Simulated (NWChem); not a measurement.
Program: NWChem. System: Br2Si, charge 0, spin multiplicity 1, at a geometry optimised with B3LYP/def2-SVP. The structure started from a generated list of species. Level: LDA (SVWN5)/def2-TZVP.

Job file:

```
start mol
memory heap 200 mb stack 900 mb global 1100 mb
geometry units angstroms nocenter noautoz
  Si     0.000000     0.000000    -1.181429
  Br    -1.781688     0.000000     0.236286
  Br     1.781688     0.000000     0.236286
  symmetry group C2v
end
basis spherical
  * library def2-tzvp
end
dft
  xc slater vwn_5
  semidirect memsize 60000000 filesize 0
  iterations 100
end
task dft energy
```

NWChem printed:

```
             Northwest Computational Chemistry Package (NWChem) 7.3.0
             --------------------------------------------------------

                                NWChem Input Module
                                -------------------

 Scaling coordinates for geometry "geometry" by  1.889725989
 (inverse scale =  0.529177249)

 Turning off AUTOSYM since
 SYMMETRY directive was detected!

                             Geometry "geometry" -> ""
                             -------------------------

 Output coordinates in angstroms (scale by  1.889725989 to convert to a.u.)

  No.       Tag          Charge          X              Y              Z
 ---- ---------------- ---------- -------------- -------------- --------------
    1 Si                  14.0000     0.00000000     0.00000000    -1.18142900
    2 Br                  35.0000    -1.78168800     0.00000000     0.23628600
    3 Br                  35.0000     1.78168800     0.00000000     0.23628600

 Effective nuclear repulsion energy (a.u.)     409.6798336146

            Nuclear Dipole moment (a.u.)
            ----------------------------
        X                 Y               Z
 ---------------- ---------------- ----------------
     0.0000000000     0.0000000000     0.0000264562

      Symmetry information
      --------------------

 Group name             C2v
 Group number             16
 Group order               4
 No. of unique centers     2

      Symmetry unique atoms

     1    2


 Summary of "ao basis" -> "" (spherical)
 ------------------------------------------------------------------------------
       Tag                 Description            Shells   Functions and Types
 ---------------- ------------------------------  ------  ---------------------
 *                         def2-tzvp                  on all atoms

                                 NWChem DFT Module
                                 -----------------

 Summary of "ao basis" -> "ao basis" (spherical)
 ------------------------------------------------------------------------------
       Tag                 Description            Shells   Functions and Types
[...]
              MO Center=  5.1D-15,  2.7D-16, -6.9D-01, r^2= 4.4D+00
   Bfn.  Coefficient  Atom+Function         Bfn.  Coefficient  Atom+Function
  ----- ------------  ---------------      ----- ------------  ---------------
     5      0.460733  1 Si s                  4      0.377402  1 Si s
    55      0.271325  2 Br pz               103      0.271325  3 Br pz
    17     -0.233358  1 Si pz                 3     -0.219117  1 Si s
    58      0.201203  2 Br pz               106      0.201203  3 Br pz
    49     -0.195158  2 Br pz                97     -0.195158  3 Br pz

 Vector   43  Occ=0.000000D+00  E=-1.490819D-01  Symmetry=b2
              MO Center=  2.3D-14, -1.4D-15, -9.2D-01, r^2= 3.4D+00
   Bfn.  Coefficient  Atom+Function         Bfn.  Coefficient  Atom+Function
  ----- ------------  ---------------      ----- ------------  ---------------
    16      0.523011  1 Si py                19      0.440182  1 Si py
    57     -0.192309  2 Br py               105     -0.192309  3 Br py
    13      0.174855  1 Si py                 7     -0.173050  1 Si py
    54     -0.171240  2 Br py               102     -0.171240  3 Br py
    48      0.127269  2 Br py                51     -0.127545  2 Br py

 Vector   44  Occ=0.000000D+00  E=-5.986444D-02  Symmetry=a1
              MO Center=  9.5D-14, -8.4D-16, -6.5D-01, r^2= 4.9D+00
   Bfn.  Coefficient  Atom+Function         Bfn.  Coefficient  Atom+Function
  ----- ------------  ---------------      ----- ------------  ---------------
    20      0.600598  1 Si pz                17      0.419394  1 Si pz
     4      0.395368  1 Si s                 56     -0.336174  2 Br px
   104      0.336174  3 Br px                 5      0.312922  1 Si s
    43     -0.264258  2 Br s                 91     -0.264258  3 Br s
    53     -0.171140  2 Br px               101      0.171140  3 Br px

 Vector   45  Occ=0.000000D+00  E=-5.343395D-02  Symmetry=b1
              MO Center= -7.3D-14, -5.6D-16, -1.0D+00, r^2= 4.7D+00
   Bfn.  Coefficient  Atom+Function         Bfn.  Coefficient  Atom+Function
  ----- ------------  ---------------      ----- ------------  ---------------
    18      0.747999  1 Si px                15      0.442717  1 Si px
    43      0.312962  2 Br s                 91     -0.312962  3 Br s
    58     -0.280269  2 Br pz               106      0.280269  3 Br pz
    12      0.166842  1 Si px                55     -0.156209  2 Br pz
   103      0.156209  3 Br pz                 6     -0.150721  1 Si px

 center of mass
 --------------
 x =   0.00000000 y =   0.00000000 z =   0.04742724

 moments of inertia (a.u.)
 ------------------
         170.892694248178           0.000000000000           0.000000000000
           0.000000000000        1982.764355885990           0.000000000000
           0.000000000000           0.000000000000        1811.871661637812

     Multipole analysis of the density
     ---------------------------------

     L   x y z        total         alpha         beta         nuclear
     -   - - -        -----         -----         ----         -------
     0   0 0 0     -0.000000    -42.000000    -42.000000     84.000000

     1   1 0 0      0.000000      0.000000      0.000000      0.000000
     1   0 1 0     -0.000000     -0.000000     -0.000000      0.000000
     1   0 0 1     -0.370555     -0.185291     -0.185291      0.000026

     2   2 0 0    -38.046335   -415.784213   -415.784213    793.522091
     2   1 1 0     -0.000000     -0.000000     -0.000000      0.000000
     2   1 0 1     -0.000000     -0.000000     -0.000000      0.000000
     2   0 2 0    -35.795835    -17.897918    -17.897918      0.000000
     2   0 1 1      0.000000      0.000000      0.000000      0.000000
     2   0 0 2    -36.300656    -60.019303    -60.019303     83.737951

 Task  times  cpu:        5.8s     wall:        5.8s

 Total times  cpu:        5.8s     wall:        5.8s
```
